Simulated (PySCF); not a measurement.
BiI₃, triplet, at a GFN2-xTB geometry (such geometries of metal compounds can be far from the true shape) (a higher spin typed on purpose: for a closed-shell molecule this is an excited state) (core potentials on Bi, I). Base run: DF-B3LYP/def2-SVP (PySCF).

The PySCF input:
```python
from pyscf import gto, scf, dft

mol = gto.M(
    atom='''
Bi   -0.19221900   -0.15333299   -0.01028998
I     0.91037393   -2.89185738    0.04799698
I     2.00172748    1.59677686    0.10715770
I    -2.61107920    1.53520576   -0.13904017
''',
    basis='def2-svp',
    ecp={'Bi': 'def2-svp', 'I': 'def2-svp'},
    spin=2,
    verbose=4,
)

mf = dft.UKS(mol)
mf.xc = 'b3lyp'
mf = mf.density_fit(auxbasis='def2-universal-jkfit')
mf.kernel()
mf.analyze()
```

Each row names what was changed in the base input (with any setting that the change needs).

| change | ΔE vs base (mEh) | grid points | electrons on the grid | outcome |
|---|---|---|---|---|
| base | 0.000 | 89320 | 98.00000 | converged |
| grids.atom_grid = (30, 110) | -25.532 | 9720 | 98.00076 | another SCF solution |
| grids.prune = dft.gen_grid.sg1_prune | - | - | - | input refused |
| grids.prune = off | -0.001 | 167096 | 98.00000 | converged |
| grids.atom_grid = (50, 194) | 0.010 | 24904 | 98.00005 | converged |
| grids.prune = dft.gen_grid.treutler_prune | -0.001 | 89216 | 98.00000 | converged |
| grids.level = 0 | -25.095 | 11744 | 98.00067 | another SCF solution |
| grids.level = 1 | 0.029 | 32840 | 98.00004 | converged |
| grids.radi_method = mura_knowles | 0.001 | 77728 | 98.00000 | converged |
| grids.level = 2 | 0.046 | 57328 | 97.99998 | converged |
| grids.atom_grid = (75, 302) | 0.047 | 52768 | 97.99998 | converged |

A guess, shift, damping, solver or small numerical setting can't move a converged solution much, so rows marked as another SCF solution ended in a different state.

Open shells are given as the SCF converged; they aren't shown to be the lowest states, and a large step between rows can be another state.

- grids.prune = dft.gen_grid.sg1_prune: ended with `IndexError: index 83 is out of bounds for axis 0 with size 19`
